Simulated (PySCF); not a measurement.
CCl2, neutral, multiplicity 1.

```xyz
3

Cl     0.0000    -1.3947     0.1479
C      0.0000     0.0000    -0.8381
Cl     0.0000     1.3947     0.1479
```
Charge 0, spin multiplicity 1.

Coordinates come from a PBE0-D3(BJ)/def2-TZVP optimisation. The isomer is the one that the SMILES or the coordinates give; other isomers of the formula were not compared.

Computed with PBE/pcSseg-2 run with PySCF. Non-relativistic, no solvent.

### Question
Give the absolute GIAO shielding of each atom: isotropic value and principal components (ppm). (An estimate is asked for; the answer gives what the named calculation found.)

### Answer

```tsv
atom	σ(iso)	σ11	σ22	σ33	span
Cl1	-310.5	-1394.0	-40.2	502.7	1896.8
C2	-425.8	-1168.7	-162.0	53.4	1222.1
Cl3	-310.5	-1394.0	-40.2	502.7	1896.8
```
